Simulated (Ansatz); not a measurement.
Molecule: sum formula SiNH2F3, charge 0, multiplicity 1. SMILES: [Si](F)(F)(F)N
Geometry from a B3LYP-D3(BJ)/def2-TZVP (Ansatz, a program for electronic structure) optimisation:
```xyz
7

N      1.6258    -0.2885     0.2310
Si    -0.0079     0.0008    -0.0023
F     -0.6083    -0.5087    -1.3769
F     -0.8420    -0.7271     1.1250
F     -0.2817     1.5565     0.0339
H      1.9777    -1.1783     0.5416
H      2.3402     0.2992    -0.1644
```

Atomisation energy built up term by term with Ansatz (kcal/mol; UHF references for open shells; valence terms freeze the core; atomic spin-orbit terms are left out). CBS(X,Y): correlation extrapolated as X^-3; Hartree-Fock from the larger set.

```tsv
term	basis	kcal/mol
Hartree-Fock	aug-cc-pV(Q+d)Z	515.95
CCSD correlation	CBS(aug-cc-pV(T+d)Z,aug-cc-pV(Q+d)Z)	187.75
(T)	CBS(aug-cc-pV(T+d)Z,aug-cc-pV(Q+d)Z)	12.52
core correlation	cc-pwCVTZ	0.98
scalar relativity (X2C)	cc-pVTZ-DK against cc-pVTZ	-1.90
sum: De		715.3
```

(T) makes 1.7 % of the CCSD(T) atomisation energy; under 5 % is typical of single-reference molecules.
